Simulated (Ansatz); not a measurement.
The inner images of a band of F3GeH + H2O (8 atoms, charge 0, multiplicity 1) are given out of order.

All numbers below come from Ansatz, RKS PBE0-D4/def2-SVP.

First end point:

```xyz
8
Properties=species:S:1:pos:R:3
Ge -0.867 0.140 -0.013
H -1.166 -0.938 1.007
F -0.305 -0.337 -1.580
F -2.390 0.835 -0.439
F -0.025 1.562 0.509
H 1.628 -0.822 -0.507
O 1.353 -0.641 0.402
H 1.773 0.202 0.622
```

Last end point:

```xyz
8
Properties=species:S:1:pos:R:3
Ge -0.221 0.790 -0.183
H -0.698 -2.414 0.015
F -0.269 0.204 -1.786
F -1.702 0.378 0.548
F -0.107 2.494 -0.287
H 0.006 -2.304 0.281
O 1.100 0.151 0.736
H 1.891 0.701 0.676
```

Task: Put them in order from the first end to the last, with their energies above the first end.
A.
```xyz
8
Properties=species:S:1:pos:R:3
Ge -0.838 0.212 -0.326
H -0.856 -1.237 0.125
F -0.728 0.137 -2.048
F -2.386 0.779 0.188
F 0.064 1.657 -0.043
H 1.499 -1.311 0.658
O 1.233 -0.395 0.787
H 2.013 0.157 0.659
```
B.
```xyz
8
Properties=species:S:1:pos:R:3
Ge -0.921 0.192 -0.086
H -1.126 -1.016 0.799
F -0.429 -0.132 -1.705
F -2.492 0.881 -0.294
F -0.051 1.586 0.450
H 1.809 -1.207 -0.063
O 1.346 -0.558 0.479
H 1.864 0.255 0.420
```
C.
```xyz
8
Properties=species:S:1:pos:R:3
Ge -0.672 0.211 -0.318
H -0.660 -1.325 -0.086
F -0.631 0.162 -2.049
F -2.157 0.573 0.481
F 0.043 1.789 -0.176
H 1.031 -1.217 0.604
O 1.081 -0.281 0.847
H 1.963 0.089 0.698
```
D.
```xyz
8
Properties=species:S:1:pos:R:3
Ge -0.322 0.474 -0.179
H -0.488 -1.693 -0.018
F -0.479 0.028 -1.827
F -1.852 0.313 0.571
F -0.048 2.158 -0.248
H 0.214 -1.554 0.290
O 1.074 -0.110 0.731
H 1.901 0.382 0.681
```
E.
```xyz
8
Properties=species:S:1:pos:R:3
Ge -0.250 0.632 -0.181
H -0.609 -2.018 -0.027
F -0.396 0.051 -1.779
F -1.730 0.325 0.606
F -0.067 2.329 -0.305
H 0.082 -1.933 0.280
O 1.112 0.000 0.690
H 1.858 0.613 0.716
```
F.
```xyz
8
Properties=species:S:1:pos:R:3
Ge -0.480 0.312 -0.238
H -0.449 -1.458 -0.033
F -0.505 0.086 -1.942
F -2.001 0.395 0.555
F -0.028 1.979 -0.198
H 0.490 -1.243 0.389
O 1.041 -0.228 0.744
H 1.932 0.158 0.724
```
G.
```xyz
8
Properties=species:S:1:pos:R:3
Ge -0.930 0.224 -0.223
H -1.024 -1.107 0.486
F -0.624 0.022 -1.905
F -2.517 0.893 -0.095
F -0.004 1.612 0.213
H 1.778 -1.338 0.434
O 1.328 -0.500 0.583
H 1.993 0.194 0.507
```

Result: B (+1.8 kcal/mol), G (+5.7 kcal/mol), A (+11.1 kcal/mol), C (+19.8 kcal/mol), F (+46.7 kcal/mol), D (+22.2 kcal/mol), E (+12.2 kcal/mol).

The run took 5.8 min on 2 threads of Arm Neoverse V2, on a shared host, peak memory 0.24 GiB.
